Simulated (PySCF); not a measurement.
**Assigning NMR signals**

Bonds (- single, = double, # triple, : aromatic): C1=C2 1.328 Å, C2-C3 1.410 Å, C3#C4 1.204 Å, C4-C5 1.439 Å, C2-O6 1.418 Å, O6-C7 1.313 Å, C7-F8 1.332 Å, C7-F9 1.346 Å, C7-F10 1.346 Å. C1 carries H11, H12; C5 carries H13, H14, H15. H11 is cis to C3; H12 is trans to C3.

Non-relativistic Hamiltonian, fast rotation and ring inversion assumed for equivalent nuclei, single conformer, in vacuum. Shieldings: GIAO PBE0/pcSseg-1; geometry: GFN2-xTB; PySCF 2.14.0 with density-fitted response routines.

Shifts are taken against calculated references (same method and geometry level): 13C (σref 186.93), 1H (σref 31.72) against TMS.

(1) Assign these signals to the numbered atoms. 13C{1H} NMR (computed): δ 145.3, 129.6, 112.1, 106.0, 76.7, 5.5.

(2) Assign these signals to the numbered atoms. 1H NMR (600 MHz, computed): δ 5.42 (m, 1H), 5.32 (m, 1H), 2.29 (s, 3H).

Answers

(1) 
| δ (ppm) | atoms | environment | reason |
| --- | --- | --- | --- |
| 145.3 | C2 | alkene carbon bearing oxygen | an sp2 carbon further deshielded by the attached heteroatom |
| 129.6 | C7 | CF3 carbon | 4 electronegative neighbours deshield it |
| 112.1 | C1 | β carbon of an enol-ether or enamine type C=C | the O or N lone pair pushes π density onto this β carbon and shields it |
| 106.0 | C4 | alkyne carbon | – |
| 76.7 | C3 | alkyne carbon | the triple bond shields along its axis, which puts it between sp3 and sp2 carbons |
| 5.5 | C5 | propargylic methyl carbon | a saturated carbon with 1 carbon neighbour and no heteroatom attached |

(2) 
```tsv
δ (ppm)	atoms	environment	reason
5.42	H12	hydrogen on a β carbon of an enol-ether or enamine type C=C	olefinic region
5.32	H11	hydrogen on a β carbon of an enol-ether or enamine type C=C	–
2.29	H13/H14/H15	hydrogen on a propargylic methyl carbon	–
```

H12 and H11 lie closer than the usual error of such a calculation, so a measured spectrum could show them in the other order.

Splittings by 19F in the carbon and heteronuclear signals aren't shown, as no couplings were computed. Shifts are as computed. Against solution values, carbons near 30 ppm lie about +3 ppm off and those near 130 ppm about +5 ppm. Of 1211 compounds with measured shifts, 218 miss one by over three times the rms of a fit or turn the order of signals round; such compounds aren't used in these exercises. No couplings were computed; multiplicities are counted from neighbouring protons, with m where these are inequivalent, close in shift, in a saturated or five-membered ring or joined by F or P, and br s for small geminal =CH2 splittings.
